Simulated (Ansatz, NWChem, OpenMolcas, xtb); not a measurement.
Ligand exchange: KCl + NH3 → KNH2 + HCl

Species: KCl, singlet; NH3 (ammonia) `N`, singlet; KNH2 `[NH2][K]`, singlet; HCl (hydrogen chloride), singlet. The partners trade Cl for NH2: K–Cl and H–NH2 bonds give way to K–NH2 and H–Cl.

Shapes, held fixed at every level: PBE0-D4/def2-TZVP. Programs: Ansatz 0.2.0, NWChem 7.3.0, OpenMolcas 26.06, xtb 6.7.1. A level may come from different programs for different species; with the same settings they agree closely. The zero-point and thermal change to 298 K, harmonic and unscaled (PBE0-D4/def2-TZVP), is -15.5 kJ/mol.

| level | kind | ΔH(298 K) (kJ/mol) | less CCSD(T)/def2-TZVPP |
| --- | --- | --- | --- |
| GFN1-xTB | semi-empirical | +333.2 | +112.0 |
| HF/def2-SVP | Hartree–Fock | +269.6 | +48.4 |
| PBE-D4/def2-TZVPP | GGA | +214.0 | -7.2 |
| r2SCAN-D4/def2-TZVPP | meta-GGA | +228.2 | +7.0 |
| B3LYP/6-31G* (spherical functions) | global hybrid | +232.7 | +11.5 |
| wB97X-V/def2-TZVPP | range-separated hybrid | +229.4 | +8.2 |
| CCSD(T)/def2-SVP | coupled cluster or CI | +225.3 | +4.1 |
| CCSD/def2-TZVPP | coupled cluster or CI | +226.0 | +4.8 |
| CCSD(T)/def2-TZVPP | coupled cluster or CI | +221.2 | 0.0 |

The highest level, CCSD(T)/def2-TZVPP, gives ΔH(298 K) = +221.2 kJ/mol; the levels span +214.0 to +333.2. GFN1-xTB strays far from the other rows. The column of differences is taken from that level and isn't an error. No measured value is set beside it here. Outer-core shells of K are correlated in most correlated rows, in sets that cover them unevenly.
